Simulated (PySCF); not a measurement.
Job file and geometry (Å, from GFN2-xTB) of an NMR shielding run on SMILES N#C[C@@H]1[SiH2][SiH2]C[C@H]1F, C4H8FNSi2, GIAO PBE0/pcSseg-1 NMR shielding, non-relativistic, gas phase (PySCF 2.14.0, density-fitted response routines); density fitting, a coarse starting grid and PySCF grid level 2 are the driver's defaults:

```
$ OMP_NUM_THREADS=1 python probes_run.py task.json out

{"job": {"kind": "nmr", "xc": "PBE0", "basis": "pcSseg-1"}, "charge": 0, "multiplicity": 1}
N      2.885151    -0.618077     0.910248
C      2.068719    -0.380544     0.142525
C      1.029496    -0.058017    -0.777249
Si     0.276555     1.691170    -0.358475
Si    -1.412590     0.776857     0.944243
C     -0.812937    -1.026811     0.663932
C     -0.099164    -1.088721    -0.677242
F     -1.016525    -0.796100    -1.679930
H      1.443775    -0.077677    -1.788632
H      1.351344     2.481285     0.247189
H     -0.050267     2.303735    -1.649816
H     -2.776793     0.923032     0.428684
H     -1.423313     1.062339     2.381903
H     -0.106778    -1.332984     1.436289
H     -1.629586    -1.748277     0.665517
H      0.265314    -2.102265    -0.900596
```

Task: Write the output of this run.

Result: 
```
coarse grid: 14704 points
cycle   1  E = -890.0274254559  dE =  9.164e-01  |g| = 6.276e-01  |ddm| = 3.695e+00
cycle   2  E = -889.8552595939  dE =  1.722e-01  |g| = 1.125e+00  |ddm| = 1.463e+00
cycle   3  E = -890.1000864365  dE = -2.448e-01  |g| = 2.073e-01  |ddm| = 1.009e+00
cycle   4  E = -890.1088717488  dE = -8.785e-03  |g| = 5.872e-02  |ddm| = 1.767e-01
cycle   5  E = -890.1095184720  dE = -6.467e-04  |g| = 1.611e-02  |ddm| = 5.203e-02
cycle   6  E = -890.1095668282  dE = -4.836e-05  |g| = 3.874e-03  |ddm| = 1.729e-02
cycle   7  E = -890.1095701077  dE = -3.280e-06  |g| = 8.865e-04  |ddm| = 4.353e-03
final grid: 134256 points
cycle   8  E = -890.1609252207  dE = -3.332e-05  |g| = 7.539e-03  |ddm| = 2.933e-02
cycle   9  E = -890.1609141088  dE =  1.111e-05  |g| = 1.056e-02  |ddm| = 1.602e-02
cycle  10  E = -890.1609383507  dE = -2.424e-05  |g| = 9.795e-04  |ddm| = 9.150e-03
cycle  11  E = -890.1609384757  dE = -1.250e-07  |g| = 4.095e-04  |ddm| = 1.070e-03
cycle  12  E = -890.1609384999  dE = -2.418e-08  |g| = 1.957e-04  |ddm| = 3.752e-04
cycle  13  E = -890.1609385076  dE = -7.644e-09  |g| = 5.393e-05  |ddm| = 1.628e-04
cycle  14  E = -890.1609385082  dE = -6.341e-10  |g| = 8.361e-06  |ddm| = 5.758e-05
converged SCF energy = -890.1609385082

GIAO shielding tensors (ppm)
atom      isotropic    diamagn.    paramagn.     s11        s22        s33       span
  0 N      -37.123     340.653    -377.776   -210.676   -180.813    280.119    490.795
  1 C       63.210     261.366    -198.156    -55.806    -49.431    294.868    350.674
  2 C      165.757     256.238     -90.481    148.671    160.177    188.423     39.752
  3 Si     406.358     879.810    -473.453    369.561    395.400    454.111     84.550
  4 Si     422.831     879.595    -456.764    398.992    407.038    462.463     63.471
  5 C      166.914     254.549     -87.636    150.477    157.732    192.532     42.055
  6 C       88.692     243.863    -155.171     59.445     75.761    130.869     71.424
  7 F      362.369     476.032    -113.663    341.345    368.113    377.649     36.304
  8 H       28.937      29.929      -0.992     24.930     26.487     35.395     10.465
  9 H       27.566      28.673      -1.107     23.949     25.562     33.187      9.238
 10 H       27.482      28.824      -1.343     23.738     24.883     33.824     10.085
 11 H       27.664      28.499      -0.835     23.881     25.036     34.076     10.195
 12 H       27.629      28.538      -0.909     24.324     24.700     33.863      9.539
 13 H       30.172      32.076      -1.904     25.524     28.046     36.945     11.421
 14 H       29.746      30.217      -0.471     24.798     27.238     37.203     12.405
 15 H       25.983      30.138      -4.155     23.345     24.760     29.845      6.500
```

Task: Turn these shieldings into chemical shifts. Chemical shifts δ = σref − σ; NH3 for 15N (267.73 ppm); 13C (186.93 ppm) and 29Si (349.16 ppm) and 1H (31.72 ppm) against TMS; CFCl3 for 19F (170.95 ppm), all at this level.

Result: Averaging equivalent atoms: N 0: 304.9; C 1: 123.7; C 6: 98.2; C 2: 21.2; C 5: 20.0; Si 3: -57.2; Si 4: -73.7; F 7: -191.4; H 15: 5.73; H 10: 4.24; H 9: 4.15; H 12: 4.09; H 11: 4.05; H 8: 2.78; H 14: 1.97; H 13: 1.55 ppm. Unscaled 19F shifts against computed CFCl3 carry errors that often reach 10 to 50 ppm. Experimental scales use liquid or dissolved standards, which lie at an offset from isolated NH3 (liquid NH3: subtract about 20 ppm). Unscaled 15N shifts of sp2 nitrogen come out 20 to 40 ppm too high even then.

Size and cost of the density-fitted run: 190 basis functions, 110 s wall time (94 s CPU) on 1 thread of an AMD EPYC, shared host; peak memory 0.85 GiB.
